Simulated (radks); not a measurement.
Neutral cadmium inside a hard spherical wall (all orbitals vanish at R), configuration held at [Kr] 4d10 5s2 and not refilled when levels cross. Method: scalar-relativistic Kohn-Sham, LDA (Slater exchange, Perdew-Wang correlation), spin-unpolarised, spherical densities, finite nucleus; Fermi nuclear charge, rms radius 4.6087 fm; computed with a radial shooting solver on a logarithmic mesh with Libxc functionals. Eigenvalues in eV, with the zero of energy where the potential of the charges vanishes at infinity; a dash marks a level that is unbound or too diffuse for the functional's potential to be trusted. A positive occupied level is held by the wall or, in an anion where self-interaction has pushed it up, behind a barrier. The pressure on the wall is -dE/dV.

| R (bohr) | E (hartree) | kinetic (hartree) | e(4s) | e(4p) | e(4d) | e(5s) | e(5p, empty) | e(6s, empty) | pressure (GPa) |
|---|---|---|---|---|---|---|---|---|---|
| free | -5589.48565 | 5814.441 | -105.84 | -66.990 | -11.899 | -5.955 | -1.326 | -0.016 | 0 |
| 15 | -5589.48565 | 5814.441 | -105.84 | -66.990 | -11.899 | -5.955 | -1.323 | 0.353 | < 0.0001 |
| 12 | -5589.48564 | 5814.441 | -105.84 | -66.988 | -11.898 | -5.954 | -1.302 | 0.822 | 0.000233 |
| 10 | -5589.48550 | 5814.442 | -105.83 | -66.976 | -11.885 | -5.943 | -1.232 | 1.640 | 0.00447 |
| 7 | -5589.47898 | 5814.493 | -105.54 | -66.686 | -11.604 | -5.660 | -0.488 | 6.154 | 0.398 |
| 6 | -5589.46236 | 5814.596 | -105.08 | -66.231 | -11.166 | -5.156 | 0.488 | 10.609 | 1.90 |
| 5 | -5589.40227 | 5814.910 | -103.98 | -65.141 | -10.129 | -3.781 | 2.774 | 19.685 | 10.2 |
| 3 | -5587.90812 | 5821.163 | -92.254 | -53.778 | 0.897 | 15.763 | 28.869 | 99.507 | 714 |
| 2 | -5577.56011 | 5859.767 | -57.572 | -19.373 | 39.040 | 102.38 | 128.74 | 334.45 | 16700 |
